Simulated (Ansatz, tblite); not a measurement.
Cost and result up the ladder for GaH2(SiH3) (GaSiH₅) (7 atoms). The state is a singlet with charge 0. Geometry: B3LYP-D4/def2-TZVP.

| atom | x (Å) | y (Å) | z (Å) |
| --- | --- | --- | --- |
| Ga1 | 1.3270 | -0.3716 | -0.1090 |
| H2 | 2.1893 | 0.0602 | -1.3545 |
| H3 | 2.0319 | -1.2208 | 1.0147 |
| Si4 | -1.0052 | 0.2651 | 0.0755 |
| H5 | -1.7909 | -0.7205 | 0.8602 |
| H6 | -1.6454 | 0.4108 | -1.2562 |
| H7 | -1.1068 | 1.5767 | 0.7693 |

Ansatz; hardware A = 2 threads of AMD EPYC 7R13 on a shared host; B = 2 threads of AMD EPYC 7R13 on a shared host and a share (18 GiB) of an NVIDIA H100 80GB HBM3; xTB runs through tblite on one thread. Times are rough, summed over both states, and most runs start from the orbitals of an earlier one. CCSD(T)/def2-TZVPP serves as the yardstick here, not as an exact answer. The other state is a doublet.

The xTB rows come from tblite. Correlated methods freeze 14 core orbitals; core or outer-core shells of Ga are correlated, in sets that lack core-valence functions.

Raw xTB energies of ions are shifted by several eV.

```csv
level,functions,wall time
GFN2-xTB,23,0.004 s
GFN1-xTB,28,0.006 s
PBE-D4/def2-TZVP (with forces) [A],115,2.5 s
PBE0-D4/def2-TZVP [A],115,4 s
r2SCAN-D4/def2-TZVP [A],115,5 s
CCSD(T)/def2-TZVPP [B],160,26 s
```

Estimate what each level gives for the vertical IE (eV).


| level | vertical IE (eV) | difference from CCSD(T)/def2-TZVPP (eV) |
| --- | --- | --- |
| GFN2-xTB | 12.88 | 3.04 |
| GFN1-xTB | 13.50 | 3.65 |
| PBE-D4/def2-TZVP (with forces) [A] | 9.58 | -0.27 |
| PBE0-D4/def2-TZVP [A] | 9.72 | -0.13 |
| r2SCAN-D4/def2-TZVP [A] | 9.66 | -0.19 |
| CCSD(T)/def2-TZVPP [B] | 9.85 | 0.00 |
